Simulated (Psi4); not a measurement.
ClLi, singlet, at a GFN2-xTB geometry (such geometries of metal compounds can be far from the true shape). Base run: PBE0/STO-3G in Psi4 1.11.

Here is a job for Psi4.
```
memory 2 GB

molecule {
0 1
  Li   -0.00000000   -0.00000000   -1.66311369
  Cl    0.00000000    0.00000000    0.29349065
}

set basis sto-3g

energy('pbe0')
print_variables()
```

The base run was repeated with changes; each row names its change, and settings that it needs were set with it.

| change | basis functions | E (Eh) | dipole (D) |
|---|---|---|---|
| base | 14 | -462.51794 | 4.94 |
| basis = cc-pVTZ-DK; relativity = spin-free X2C (with scf_type pk) | 64 | -469.06379 | 6.61 |
| basis = cc-pVDZ-DK; relativity = none (with scf_type pk) | 32 | -467.27537 | 6.69 |
| basis = cc-pVTZ-DK; relativity = none (with scf_type pk) | 64 | -467.25774 | 6.62 |
| basis = cc-pVDZ-DK; relativity = spin-free X2C (with scf_type pk) | 32 | -469.04092 | 6.67 |

Total energies compare only within one method and basis.

Basis sets contracted for a relativistic Hamiltonian are a mismatch without it, so the rows without relativity aren't non-relativistic limits. No row has spin-orbit coupling; sets with core potentials leave out the core electrons.
